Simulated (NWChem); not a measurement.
C2H4N3 cation; SMILES c1nc[nH+][nH]1

```xyz
9

C     -1.0526    -0.4402     0.0000
N     -0.0018    -1.2449     0.0000
C      1.0513    -0.4433     0.0000
N      0.6705     0.8382     0.0000
N     -0.6681     0.8402     0.0000
H     -2.1024    -0.7405     0.0000
H      2.1003    -0.7465     0.0000
H      1.2219     1.6968     0.0000
H     -1.2170     1.7003     0.0000
```
Atoms are numbered in this order, from 1.

Level: PBE0/def2-SVP (NWChem), optimised geometry, unscaled harmonic frequencies. 

```tsv
frequency (cm⁻¹)	IR intensity (km/mol)
556	0.0
636	271.6
643	0.0
676	1.6
932	13.7
942	6.3
957	0.0
995	10.2
1128	71.5
1133	28.0
1230	1.2
1274	0.1
1305	0.2
1463	100.3
1515	21.3
1568	14.5
1582	66.8
3281	47.3
3285	19.7
3596	163.9
3608	392.5
```

The zero-point energy comes out as 46.2 kcal/mol and the thermal correction to the enthalpy at 298.15 K (with zero-point energy) is 49.1 kcal/mol. The heat capacity Cv comes out as 12.8 cal/(mol K) and the entropy at 298.15 K and 1 atm (symmetry number 2) is 63.6 cal/(mol K).

Rigid rotor and harmonic oscillator.
